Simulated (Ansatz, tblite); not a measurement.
Forces on the cluster As2Se3⁻ at its PBE-D4/def2-SVPD geometry. Charge -1, multiplicity 2.

The xTB rows come from tblite. Another isomer (doublet) lies 0.46 eV lower at PBE0-D4/def2-TZVPD; other spin states weren't run for this one.

GFN1-xTB (tblite), largest force 1.53 eV/Å:

```xyz
5
positions Å, forces eV/Å
As   -1.452   -0.029   -1.087    1.150    1.003    0.104
As    0.314   -0.435    0.574   -0.277   -0.384    0.097
Se   -0.884    1.881   -2.131   -0.403   -1.036    0.490
Se   -0.072   -2.315    1.764    0.424    1.232   -0.653
Se    2.093    0.897    0.880   -0.894   -0.814   -0.039
```

GFN2-xTB (tblite), largest force 0.63 eV/Å:

```
As 0.474 0.411 0.047
As -0.296 0.056 -0.268
Se -0.165 -0.494 0.254
Se 0.193 0.342 -0.125
Se -0.206 -0.315 0.092
```

PBE-D4/def2-TZVPD (Ansatz), largest force 0.12 eV/Å:

```
As 0.062 0.101 -0.028
As 0.021 -0.032 0.042
Se -0.032 -0.096 0.047
Se 0.029 0.090 -0.051
Se -0.080 -0.063 -0.010
```
